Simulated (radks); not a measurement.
Neutral molybdenum inside a hard spherical wall (all orbitals vanish at R), configuration held at [Kr] 4d5 5s1 and not refilled when levels cross. Calculated with a radial shooting solver on a logarithmic mesh with Libxc functionals: scalar-relativistic Kohn-Sham, PBE, spin-polarised, spherical densities, point nucleus; open shells are filled with parallel spins first (spin-orbit coupling, left out, can overturn this in heavy ions). Eigenvalues in eV for spin up, with the zero of energy where the potential of the charges vanishes at infinity; a dash marks a level that is unbound or too diffuse for the functional's potential to be trusted. A positive occupied level is held by the wall or, in an anion where self-interaction has pushed it up, behind a barrier. The pressure on the wall is -dE/dV.

R (bohr)  E (hartree)  kinetic (hartree)    e(4s)    e(4p)   e(5s)   e(4d)  e(5p, empty)  e(6s, empty)  pressure (GPa)
free      -4048.78913           4174.680  -64.800  -39.088  -4.613  -4.571        -1.300             -               0
20        -4048.78913           4174.680  -64.800  -39.088  -4.613  -4.571        -1.300             -        < 0.0001
15        -4048.78913           4174.680  -64.800  -39.088  -4.613  -4.570        -1.293         0.250        < 0.0001
10        -4048.78861           4174.685  -64.758  -39.046  -4.576  -4.533        -1.113         1.951          0.0136
6         -4048.74592           4174.928  -63.488  -37.803  -3.211  -3.419         1.488        13.694            3.17
5         -4048.65160           4175.357  -61.806  -36.184  -1.008  -1.923         4.816        25.213            15.4
1.5       -4002.54862           4317.103   62.495   98.218  387.86  157.00        420.11        875.95          130000
